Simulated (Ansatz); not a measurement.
`[GeH3][SiH]1CO1` and `Cl[SiH2][SiH]1CO1` differ in one atom or group.

Ansatz, PBE0-D4/def2-TZVP geometries, multiplicity 1. Each molecule was computed in one conformer, which needn't be the lowest.

Scalar relativity is left out up to krypton.

```tsv
property	`[GeH3][SiH]1CO1`
size of the dipole moment (PBE/def2-TZVPP) / D	1.56
HOMO–LUMO gap (B3LYP/def2-TZVPP) / eV	6.27
LUMO energy (PBE0/def2-TZVPP) / eV	-0.85
HOMO energy (PBE/def2-TZVPP) / eV	-6.32
HOMO–LUMO gap (PBE0/def2-TZVPP) / eV	6.68
size of the dipole moment (B3LYP/def2-TZVPP) / D	1.80
```

(1) What does the change do to each property? (Best estimate.)

Results:

(1) Computed: 
```json
{"property": "size of the dipole moment (PBE/def2-TZVPP) / D", "`Cl[SiH2][SiH]1CO1`": "0.49", "shift": "-1.07"}
{"property": "HOMO–LUMO gap (B3LYP/def2-TZVPP) / eV", "`Cl[SiH2][SiH]1CO1`": "5.93", "shift": "-0.34"}
{"property": "LUMO energy (PBE0/def2-TZVPP) / eV", "`Cl[SiH2][SiH]1CO1`": "-1.38", "shift": "-0.53"}
{"property": "HOMO energy (PBE/def2-TZVPP) / eV", "`Cl[SiH2][SiH]1CO1`": "-6.49", "shift": "-0.17"}
{"property": "HOMO–LUMO gap (PBE0/def2-TZVPP) / eV", "`Cl[SiH2][SiH]1CO1`": "6.32", "shift": "-0.36"}
{"property": "size of the dipole moment (B3LYP/def2-TZVPP) / D", "`Cl[SiH2][SiH]1CO1`": "0.60", "shift": "-1.20"}
```

With PBE0 the HOMO falls by 0.18 eV and the LUMO falls by 0.53 eV, so the gap narrows by about 0.35 eV. PBE moves the HOMO by -0.17 eV and ωB97M-V by -0.17 eV. Dipoles are sizes alone; their direction can turn.

B3LYP here is the variant with VWN-RPA as its local correlation; programs differ in this.
